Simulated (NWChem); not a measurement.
# PbHOCl, singlet; SMILES [OH][Pb][Cl]

```xyz
4

Pb     0.1884     0.3673     0.0000
Cl    -0.1786    -2.1104     0.0000
O     -1.8888     0.8675     0.0000
H     -1.9976     1.8407     0.0000
```
Atoms are numbered in this order, from 1.

Level: PBE-D3(BJ)/def2-SVP with def2 effective core potentials on Pb (NWChem), optimised geometry, unscaled harmonic frequencies. Low-valent species are run as closed-shell singlets; no triplet was tried in these runs. def2 effective core potentials on Pb; no spin-orbit coupling.

| frequency (cm⁻¹) | IR intensity (km/mol) |
|---|---|
| 131 | 1.5 |
| 313 | 43.9 |
| 359 | 92.7 |
| 518 | 58.6 |
| 703 | 66.9 |
| 3676 | 39.2 |

```
Quantity                                                                            Value
-----------------------------------------------------------------------  ----------------
zero-point energy                                                            8.1 kcal/mol
thermal correction to the enthalpy at 298.15 K (with zero-point energy)     11.6 kcal/mol
heat capacity Cv                                                         13.1 cal/(mol K)
entropy at 298.15 K and 1 atm (symmetry number 1)                        75.5 cal/(mol K)
```

Rigid rotor and harmonic oscillator.
